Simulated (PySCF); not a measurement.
# C₆ coefficients of unlike pairs at PBE

Calculated with PySCF 2.14 from the dipole response of each species, C₆(A,B) = (3/π) ∫ α_A(iu) α_B(iu) du, in atomic units, from isotropic polarisabilities. For ions this is the dispersion term alone; charge-induced terms of lower order in 1/R come first.

```csv
species,configuration,basis,relativity,α (bohr³),C₆ (like pair)
Ir³⁺,[Xe] 4f14 5d6 (5D),"x2c-TZVPPall with one added diffuse shell each of s, p, d, f type (12s8p8d4f1g)",spin-free X2C,6.908,38.80
In,[Kr] 4d10 5s2 5p1 (2P),dyall-av2z (22s16p12d),none,79.03,818.3
Ga⁺,[Ar] 3d10 4s2 (1S),aug-cc-pVTZ-PP with ECP10MDF (6s5p4d2f),core potential,17.54,85.86
Tl,[Xe] 4f14 5d10 6s2 6p1 (2P),aug-cc-pwCVTZ-DK3 (11s10p8d5f1g),spin-free X2C,85.22,888.9
```

Q: Estimate C₆ for In with Ir³⁺.

A: The integral gives 129.5. The combination rule 2 C_A C_B / (C_A α_B/α_A + C_B α_A/α_B) gives 123.2 and the geometric mean 178.2.

No spin-orbit coupling is included.

The other pairs:

```tsv
pair	C₆
Tl, Ir³⁺	147.0
Ga⁺, Ir³⁺	50.72
Tl, In	846.4
Ga⁺, In	251.4
Tl, Ga⁺	265.4
```
